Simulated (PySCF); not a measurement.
A mixed set of molecules. The calculation used PySCF, TDDFT CAM-B3LYP/def2-SVPD, vertical, gas phase, core orbitals frozen in the response. Geometries: GFN2-xTB; one conformer of each isolated species. Triplets are in the Tamm–Dancoff approximation. 'Strongest' means the level of largest summed f among the lowest 8 singlets; it needn't be the same kind of state in each. Ions are computed without counter-ions or solvent.

Problem. Rank by computed HOMO–LUMO gap, lowest first.
A. `FC(F)C=C`
B. `O=C1C=CC[C@@H]1F`
C. `COC(=O)c1occp1`
D. `FC1=C([SiH3])[P@H+]1CP`
E. `FC1(F)CC1`
F. `[SiH3][PH3+]`
G. `CCC1[C@@H](F)[C@@H]1F`

Solution. C (7.42 eV), B (8.14 eV), D (8.45 eV), A (10.43 eV), G (10.87 eV), E (11.28 eV), F (12.31 eV).

| SMILES | gap (eV) | f (strongest) | α (au) | LUMO (eV) | f (S1) | S1 mainly |
| --- | --- | --- | --- | --- | --- | --- |
| COC(=O)c1occp1 | 7.42 | 0.24 | 92.9 | -1.08 | 0.244 | H→L (96%) |
| O=C1C=CC[C@@H]1F | 8.14 | 0.28 | 59.2 | -0.82 | 0.000 | H→L (94%) |
| FC1=C([SiH3])[P@H+]1CP | 8.45 | 0.27 | 104.4 | -4.83 | 0.010 | H→L (95%) |
| C=CC(F)F | 10.43 | 0.35 | 39.4 | 0.55 | 0.346 | H→L (85%) |
| CCC1[C@@H](F)[C@@H]1F | 10.87 | 0.01 | 59.3 | 1.29 | 0.002 | H→L (58%) |
| FC1(F)CC1 | 11.28 | 0.03 | 36.2 | 1.42 | 0.019 | H→L (95%) |
| [SiH3][PH3+] | 12.31 | 0.25 | 47.7 | -4.75 | 0.002 | H-1→L (89%) in one of a degenerate set |

H and L stand for HOMO and LUMO.
